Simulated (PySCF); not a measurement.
# Excitation energy of As by level of theory

As [Ar] 3d10 4s2 4p3 (4S) → As [Ar] 3d10 4s1 4p3 5s1 (6S), as a difference of total energies. Computed with PySCF 2.14 in dyall-av3z (24s17p11d2f, 144 functions), with the spin-free X2C one-electron Hamiltonian (Gaussian nucleus). Correlated levels: valence: [Ar] 3d10 frozen; virtual orbitals above 40 to 60 times the deepest correlated orbital energy dropped. The calculations carry no spin-orbit coupling.

```
           method  excitation energy (cm⁻¹)
              UHF                     88811
              LDA                    110610
              PBE                    108590
             PBE0                    106160
           r2SCAN                    105180
            TPSSh                    107360
             PW91                    108790
        BHandHLYP                    108230
    MP2 (valence)                     98852
SCS-MP2 (valence)                    102230
```

The upper state lies above the first ionisation limit, but in LS coupling its spin forbids autoionisation to the ground ion. A Rydberg-like electron needs more diffuse functions than a valence basis has.

The promoted electron is Rydberg-like, and one or two diffuse shells describe it only roughly, which tends to raise the upper state.
